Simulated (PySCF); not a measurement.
ethenyl(ethynyl)silane (C4H6Si), SMILES C=C[SiH2]C#C. Atoms are numbered in the order given.

```xyz
11

C      2.4733     0.4771     1.1844
C      1.5654     0.2594     0.3971
Si     0.1812    -0.0779    -0.7623
C     -1.3491    -0.5932     0.1770
C     -2.5187     0.0591     0.0914
H      3.2749     0.6710     1.8752
H     -0.1226     1.1549    -1.5470
H      0.6259    -1.1589    -1.6933
H     -1.2918    -1.4761     0.8301
H     -2.6403     0.9496    -0.5379
H     -3.4080    -0.2648     0.6458
```
Charge 0, spin multiplicity 1.

Geometry: r2SCAN-D4/def2-SVP. Other conformers were not sampled.

All values below come from PySCF with r2SCAN-D4/def2-SVP.

Frequencies are harmonic and unscaled.

```tsv
mode	ν (cm⁻¹)	IR (km/mol)	Raman (Å⁴/amu)	depolarisation	moving atoms (share of kinetic energy)
1	63	0.3	9.8	0.75	C 60 %, H 29 %, Si 11 %
2	123	0.5	11.4	0.75	C 53 %, H 34 %, Si 13 %
3	233	6.1	10.4	0.75	C 71 %, H 29 %
4	268	3.7	4.7	0.58	C 55 %, H 36 %, Si 9 %
5	317	10.1	2.1	0.57	C 68 %, H 29 %
6	491	9.8	8.4	0.65	H 59 %, C 39 %
7	616	69.5	2.3	0.43	H 53 %, C 25 %, Si 22 %
8	633	46.8	3.4	0.21	C 48 %, Si 39 %, H 13 %
9	702	24.9	5.8	0.26	C 41 %, H 30 %, Si 29 %
10	713	36.8	1.8	0.75	H 76 %, C 23 %
11	721	38.2	1.7	0.73	H 76 %, C 23 %
12	755	1.2	9.4	0.75	H 88 %, C 11 %
13	857	326.9	9.9	0.72	H 83 %, Si 14 %
14	935	89.4	17.8	0.72	H 96 %
15	974	35.7	0.4	0.75	H 73 %, C 27 %
16	1010	12.5	5.2	0.65	H 83 %, C 16 %
17	1040	8.7	0.6	0.75	H 93 %
18	1270	0.2	15.2	0.25	H 73 %, C 27 %
19	1415	14.1	21.0	0.48	H 83 %, C 16 %
20	1661	6.7	15.1	0.12	C 85 %, H 15 %
21	2131	30.6	192.4	0.24	C 90 %, H 10 %
22	2216	102.8	178.7	0.21	H 97 %
23	2226	85.7	121.0	0.19	H 97 %
24	3114	15.2	97.2	0.18	H 95 %
25	3132	2.7	146.7	0.26	H 92 %, C 8 %
26	3211	7.0	108.4	0.64	H 89 %, C 11 %
27	3459	54.0	46.6	0.25	H 86 %, C 14 %
```
